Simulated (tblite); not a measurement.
C₃H₁₃NOSi₃.
Numbering: `[CH3:1][O:2][Si@@H:3]1[C@@H:4]([SiH3:5])[SiH2:6][N:7]1[CH3:8]` (hydrogens: H9, H10, H11 on C1; H12 on Si3; H13 on C4; H14, H15, H16 on Si5; H17, H18 on Si6; H19, H20, H21 on C8)

Geometry (GFN2-xTB, Å), atoms numbered from 1 in this order:
```xyz
21
C3H13NOSi3 angstrom
C      3.024   -0.871    0.342
O      1.658   -1.143    0.374
Si     0.473   -0.241   -0.268
C     -0.318    1.178    0.739
Si    -0.326    2.924    0.031
Si    -1.947    0.172    0.750
N     -1.020   -1.084   -0.014
C     -1.450   -2.367   -0.500
H      3.552   -1.747    0.722
H      3.357   -0.662   -0.678
H      3.261   -0.007    0.967
H      0.800    0.082   -1.662
H      0.099    1.232    1.746
H     -0.881    2.954   -1.325
H      1.042    3.464   -0.016
H     -1.126    3.806    0.891
H     -2.501   -0.254    2.038
H     -3.011    0.706   -0.105
H     -0.604   -3.051   -0.543
H     -1.885   -2.292   -1.503
H     -2.206   -2.783    0.168
```

All values are computed: GFN2-xTB (tblite) harmonic vibrations without scaling, gas phase. This tight-binding method is rough: wavenumbers can miss measured ones by several per cent, in bad cases by 10 to 20. Modes of hydrogen on silicon can be 10 to 20 % off. One conformer, not necessarily the lowest.

Harmonic wavenumbers (cm⁻¹): 45.5, 60.9, 82.0, 94.4, 94.6, 100.4, 140.9, 153.1, 201.0, 218.7, 254.9, 288.4, 358.4, 429.8, 496.9, 509.1, 520.1, 559.4, 583.5, 658.5, 699.7, 718.4, 730.0, 778.5, 788.7, 795.8, 799.2, 812.8, 867.5, 917.0, 1002.4, 1087.9, 1104.2, 1133.1, 1136.0, 1158.4, 1162.8, 1249.0, 1412.7, 1416.3, 1481.4, 1489.6, 1491.4, 1503.2, 2181.9, 2204.5, 2207.3, 2215.4, 2242.2, 2245.1, 2896.6, 2943.2, 2945.3, 2958.8, 2975.9, 2989.8, 2993.4.

A = 1307, B = 1010, C = 628.9 MHz; mass 163.030 u (most abundant isotopes); point group C1, symmetry number 1.

Q: What is the zero-point energy?

A: Half the sum of the wavenumbers: 32793 cm⁻¹ = 392.29 kJ/mol.

Q: What is S at 400 K and 1 bar for an ideal gas of classical rigid rotors and harmonic oscillators?

A: Translation 178.49, rotation 130.60, vibration 244.30: S = 553.4 J/(mol K).

Q: And Cp and H(400 K) − H(0)?

A: Cp = 252.83 J/(mol K), of which vibrations give 219.57 (their classical limit is 57 R = 473.9); H(400 K) − H(0) = 61.74 kJ/mol without the zero-point energy, 48.44 from vibrations.

Q: What must be added to the electronic energy to get the Gibbs energy at 400 K and 1 bar?

A: ZPE + [H(400 K) − H(0)] − T·S = 392.29 + 61.74 − 221.36 = 232.67 kJ/mol.

Q: How do the functions run with temperature in this model?

A: 
| T (K) | S (J/(mol K)) | Cp (J/(mol K)) | H − H(0) (kJ/mol) | G − H(0) (kJ/mol) | ln q(vib) |
| --- | --- | --- | --- | --- | --- |
| 50 | 262.0 | 72.3 | 2.42 | -10.68 | 0.83 |
| 100 | 323.5 | 106.3 | 6.95 | -25.40 | 2.91 |
| 298.15 | 485.8 | 208.1 | 38.20 | -106.64 | 11.02 |
| 373.15 | 536.2 | 241.8 | 55.10 | -144.98 | 13.83 |
| 500 | 613.8 | 289.0 | 88.89 | -218.02 | 18.38 |
| 750 | 744.4 | 354.5 | 169.93 | -388.34 | 26.59 |
| 1000 | 852.6 | 397.4 | 264.28 | -588.35 | 33.92 |

q(vib) and H(0) count from the zero-point level.

Q: Which modes carry the vibrational entropy at 400 K?

A: 45.5 cm⁻¹: 23.37; 60.9 cm⁻¹: 20.96; 82.0 cm⁻¹: 18.50; 94.4 cm⁻¹: 17.33; 94.6 cm⁻¹: 17.32; 100.4 cm⁻¹: 16.83 J/(mol K); the other 51 give 129.99 together.

Q: Blend soft modes into free rotors: weight 1/[1 + (100 cm⁻¹/ν̃)⁴] for the oscillator and the rest for a rotor with moment μB/(μ + B), μ = h/(8π²ν), B = 10⁻⁴⁴ kg m². What vibrational entropy results?

A: 222.51 J/(mol K) in place of 244.30, which changes −T·S at 400 K by +8.72 kJ/mol.

Hindered rotation and anharmonicity are outside this model. Other conformers, if any are populated, would add a mixing term that is left out. The structure is chiral; the term R ln 2 for an equal mix with its mirror image is left out.
